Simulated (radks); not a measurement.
Hg, 80 electrons, occupied as [Hg]. Calculated with a radial shooting solver on a logarithmic mesh with Libxc functionals: scalar-relativistic Kohn-Sham, SOGGA, spin-unpolarised, spherical densities, finite nucleus; Fermi nuclear charge, rms radius 5.4648 fm. Some entries of the table are withheld. Estimate them.

orbital,occ.,eigenvalue (eV),<r> (bohr),<1/r> (bohr^-1)
1s,2,-83106.34,0.01660,97.49
2s,2,-14730.52,0.06995,(1)
2p,6,-12708.93,0.06329,20.28
3s,2,-3495.353,(2),8.481
3p,6,-2910.946,0.1822,7.719
3d,10,-2294.439,0.1650,7.259
4s,2,-768.0702,0.3994,3.642
4p,6,-576.3591,0.4256,3.284
4d,10,-348.4993,0.4490,(3)
5s,2,-118.0227,0.9015,1.506
4f,14,-95.8300,0.4826,2.534
5p,6,-66.4314,1.040,1.280
5d,10,(4),1.499,0.8856
6s,2,-6.7435,2.686,0.4748

Answer. 
(1) 2s <1/r> (bohr^-1): 22.88
(2) 3s <r> (bohr): 0.1807
(3) 4d <1/r> (bohr^-1): 2.947
(4) 5d eigenvalue (eV): -9.7887
